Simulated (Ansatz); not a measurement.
Consider the hydrogenolysis of the Si–Cl bond: `C[SiH](Cl)S[SiH2]Cl` + H₂ → `C[SiH2]S[SiH2]Cl` + HCl.

Program: Ansatz. Geometries: PBE0-D4/def2-TZVP. ΔE: electronic, gas phase. CCSD(T)/CBS adds triple-zeta CCSD(T) − MP2 to the extrapolated MP2 energy (def2 sets, frozen cores). This one scheme is used for every species. Functionals use def2-TZVPP. One conformer a species, not always the lowest.

`C[SiH](Cl)S[SiH2]Cl`:

```xyz
12

C    -1.278    1.440   -1.480
Si   -0.480   -0.001   -0.635
Cl   -1.894   -1.079    0.401
S     0.992    0.792    0.697
Si    1.550   -0.944    1.787
Cl    2.153   -2.470    0.554
H    -1.757    2.097   -0.752
H    -2.035    1.088   -2.184
H    -0.530    2.015   -2.032
H     0.149   -0.947   -1.581
H     0.433   -1.459    2.602
H     2.697   -0.531    2.623
```

H₂:

Cartesian coordinates in Å:
```
H 0.227 -0.150 0.255
H -0.227 0.150 -0.255
```

`C[SiH2]S[SiH2]Cl`:

Z-matrix (Å, degrees):
```
C
Si 1 1.861
H 1 1.092 2 110.6
H 1 1.092 2 110.5 3 -119.9
H 1 1.093 2 110.4 3 120.1
S 2 2.151 1 111.6 3 60.7
H 2 1.484 1 111.5 3 179.5
H 2 1.491 1 110.7 3 -59.0
Si 6 2.121 2 94.3 1 -94.5
Cl 9 2.050 6 108.2 2 165.3
H 9 1.483 6 110.9 2 47.0
H 9 1.480 6 111.7 2 -76.3
```

HCl:

```xyz
2

Cl    0.567   -0.184   -0.230
H    -0.567    0.184    0.230
```

| level | ΔE (kJ/mol) |
| --- | --- |
| B2PLYP | 84.3 |
| HF/def2-TZVPP | 71.2 |

(1) What does CCSD(T)/CBS give? (Estimate.)

Largest T1 diagnostic among the species: 0.010.

Answers

(1) The calculation gave: +89.4 kJ/mol. The listed levels differ from it by -5.1, -18.2 kJ/mol.

In def2-TZVPP, CCSD(T) changes the Hartree–Fock value by +11.8 kJ/mol (the triples alone add +4.4 kJ/mol) and MP2 by +23.7 kJ/mol. The D4 term adds +13.8 kJ/mol with B3LYP and +7.5 kJ/mol with PBE0; it sums over pairs of atoms, weighted by their polarisabilities, and B3LYP, whose exchange is more repulsive, gets the larger term.

B3LYP here is the variant with VWN-RPA as its local correlation; programs differ in this.
